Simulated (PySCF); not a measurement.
C₄H₄F₂O₂, SMILES O=C[C@@H]1CC(F)(F)O1.

Geometry: B3LYP-D3(BJ)/def2-SVP. The structure was generated by enumeration; whether it is a known compound was not checked. The values are those of a single conformer.

Computed with B3LYP-D3(BJ)/def2-SVP (PySCF).

Frequencies are harmonic and unscaled.

Computed vibrational spectrum:
```
mode  ν (cm⁻¹)  IR (km/mol)  moving atoms (share of kinetic energy)
----  --------  -----------  --------------------------------------
1           51          2.8                  F 41 %, O 37 %, C 16 %
2           68         12.7                  O 45 %, C 29 %, H 20 %
3          231          1.9          C 34 %, F 28 %, H 25 %, O 13 %
4          321         10.4          C 48 %, F 18 %, O 17 %, H 16 %
5          346          1.8          F 32 %, H 29 %, C 25 %, O 14 %
6          405          5.9           F 33 %, O 31 %, C 26 %, H 9 %
7          503          7.6          F 42 %, C 27 %, O 20 %, H 10 %
8          524          2.9          F 35 %, O 30 %, C 19 %, H 15 %
9          579          1.1                  O 43 %, F 35 %, C 18 %
10         755          5.1                  F 59 %, C 20 %, O 17 %
11         839          7.5                          H 53 %, C 38 %
12         890          8.6                  C 46 %, H 32 %, O 18 %
13         960          4.7                  C 52 %, H 22 %, O 19 %
14         966         65.5                  H 51 %, C 29 %, F 13 %
15        1026        113.3                  C 54 %, O 28 %, H 17 %
16        1067         49.3                   C 51 %, H 39 %, O 9 %
17        1147         29.3                          C 56 %, H 38 %
18        1160        126.9                   C 51 %, H 38 %, O 9 %
19        1201         22.1                          H 56 %, C 40 %
20        1271        140.7                   C 64 %, H 25 %, F 8 %
21        1276        118.5                          C 47 %, H 44 %
22        1311         38.8                          H 60 %, C 35 %
23        1342        190.8                          C 63 %, H 30 %
24        1396         10.8                          H 74 %, C 19 %
25        1450         39.8                          H 80 %, C 20 %
26        1860        157.1                          C 60 %, O 38 %
27        2899         70.2                                  H 92 %
28        3099         11.8                           H 92 %, C 8 %
29        3104          1.2                                  H 94 %
30        3182          0.3                          H 90 %, C 10 %
```
